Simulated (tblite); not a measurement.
Compound: C3H12Si4.
SMILES with atom numbers: `[CH3:1][C:2]1=[CH:3][SiH2:4][Si@H:5]([SiH3:6])[SiH2:7]1` (hydrogens: H8, H9, H10 on C1; H11 on C3; H12, H13 on Si4; H14 on Si5; H15, H16, H17 on Si6; H18, H19 on Si7)

Structure optimised with GFN2-xTB, isolated species.

Give the optimised bond lengths and angles.

| bond | length (pm) |
| --- | --- |
| C1–C2 | 149.8 |
| C2=C3 | 133.5 |
| C3–Si4 | 188.7 |
| Si4–Si5 | 233.2 |
| Si5–Si6 | 231.6 |
| Si5–Si7 | 232.8 |
| C2–Si7 | 190.3 |
| C1–H8, C1–H9, C1–H10 | 109.0 |
| C3–H11 | 108.7 |
| Si4–H12 | 147.0 |
| Si4–H13 | 147.2 |
| Si5–H14 | 148.0 |
| Si6–H15, Si6–H16, Si6–H17 | 146.5 |
| Si7–H18 | 147.2 |
| Si7–H19 | 147.1 |

Bonds in one row agree within 1 pm and their mean is given. A selection of angles:
| angle | degrees |
| --- | --- |
| C2–C1–H8 | 112.0 |
| C2–C1–H9 | 110.0 |
| H8–C1–H9 | 108.8 |
| H9–C1–H10 | 107.3 |
| C1–C2–C3 | 121.7 |
| C1–C2–Si7 | 116.3 |
| C3–C2–Si7 | 122.0 |
| C2–C3–Si4 | 124.8 |
| C2–C3–H11 | 118.2 |
| Si4–C3–H11 | 117.0 |
| C3–Si4–Si5 | 98.9 |
| C3–Si4–H12 | 108.3 |
| C3–Si4–H13 | 108.4 |
| Si5–Si4–H12 | 118.7 |
| Si5–Si4–H13 | 116.4 |
| H12–Si4–H13 | 105.5 |
| Si4–Si5–Si6 | 117.9 |
| Si4–Si5–Si7 | 94.4 |
| Si4–Si5–H14 | 110.4 |
| Si6–Si5–Si7 | 117.5 |
| Si6–Si5–H14 | 107.0 |
| Si7–Si5–H14 | 109.1 |
| Si5–Si6–H15 | 113.1 |
| Si5–Si6–H17 | 111.0 |
| H15–Si6–H16 | 106.1 |
| Si5–Si7–H18 | 117.3 |
| Si5–Si7–H19 | 119.5 |
| C2–Si7–Si5 | 99.6 |
| C2–Si7–H18 | 107.4 |
| C2–Si7–H19 | 107.2 |
| H18–Si7–H19 | 104.8 |

Dihedral angles: C1–C2–C3–Si4 180° (antiperiplanar); C2–C3–Si4–Si5 3° (synperiplanar); C3–Si4–Si5–Si6 120° (anticlinal); Si4–Si5–Si7–C2 4° (synperiplanar); C1–C2–Si7–Si5 176° (antiperiplanar).

The C–C distances run from 1.335 Å (C2=C3, drawn double) to 1.498 Å (C1–C2, drawn single), a spread of 0.163 Å. Of the pairs four or more bonds apart, H8···H11 is among the closest relative to their van der Waals radii: 2.32 Å, 97 % of the sum of Bondi's values. The 5-membered ring C2–C3–Si4–Si5–Si7 has internal angles of 94.4° to 124.8°; it is slightly puckered (a soft mode that the optimisation may not have finished), 0.03 Å rms from its mean plane, widest ring torsion 4°. Si5 (SiH silicon) has angles from 94.4° to 117.9°. Si7 (SiH2 silicon) is distorted tetrahedral (angles from 99.6° to 119.5°). Si4 (SiH2 silicon) is distorted tetrahedral (angles from 98.9° to 118.7°). Si6 (SiH3 silicon) is distorted tetrahedral (angles from 106.1° to 113.2°).

Point group: C1 (no symmetry element, even within 0.4 Å). Its GFN2-xTB frequencies are all real (lowest 23 cm⁻¹).

All values are computed, not measured.
